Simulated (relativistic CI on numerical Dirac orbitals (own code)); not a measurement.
## One change at a time: Pm41+

Base calculation: Dirac-Coulomb-Breit CI, KLI orbitals optimised for each configuration, model QED (radiative potential, 1s self-energy scaled to tabulated hydrogen-like ionisation energies), unscaled Slater integrals.

Configurations in the expansion (outside the closed core [Ne]): 3s2 3p6 3d2, 3s2 3p5 3d3, 3s 3p6 3d3, 3s2 3p6 3d 4s, 3s2 3p6 3d 4p, 3s2 3p6 3d 4d, 3s2 3p5 3d2 4s, 3s2 3p6 3d 4f, 3s2 3p5 3d2 4p, 3s2 3p5 3d2 4d, 3p6 3d4, 3p5 3d5, 3p5 3d4 4s, 3p6 3d3 4s, 3p5 3d3 4s2. Double excitations out of closed p, d and f shells are left out; levels of such configurations are missing from the list, as are those of other unlisted configurations, and high levels can miss mixing partners. These lack a partner that the ground configuration has and come out too high: 3s2 3p5 3d2 4p, 3s2 3p5 3d2 4d.

Variants: (1) Breit term removed; (2) only the first configuration. Shifts of the energy above 3s2 3p6 3d2 3F_2, in cm⁻¹, for the lowest level and the first level of each name with at least 55 % of one term (blank where a level changes its place among those of its configuration and J or its character, or is not in the variant):

```csv
Level,Base,Δ(1),Δ(2)
3s2 3p6 3d2 3F_2,0,0,0
3s2 3p6 3d2 3P_0,141190,-2902,+2792
3s2 3p6 3d2 3F_3,220508,+7546,-496
3s2 3p6 3d2 1G_4,303665,+11283,-69
3s2 3p6 3d2 3P_1,316307,+3582,+3395
3s2 3p6 3d2 3F_4,500347,+15400,-78
3s2 3p6 3d2 1S_0,713346,+7855,+1484
3s2 3p5 3d3 5D°_0,1730130,+3590,
3s2 3p5 3d3 3I°_7,2208121,+32245,
3s2 3p5 3d3 3D°_1,2282702,+18743,
```

At this charge energies of transitions that change n are usually good to better than 1 %, and those within a shell (Δn = 0) to a few per cent.

Ionisation energy from the two ground configurations alone: base 3112.03 eV; Breit term removed 3113.97 eV. The NIST ASD value (theoretical) is 3112 eV.

LS names give the leading component of a level, which can be under half, so a name can repeat, a term be missing and a line seem to break the LS rules.
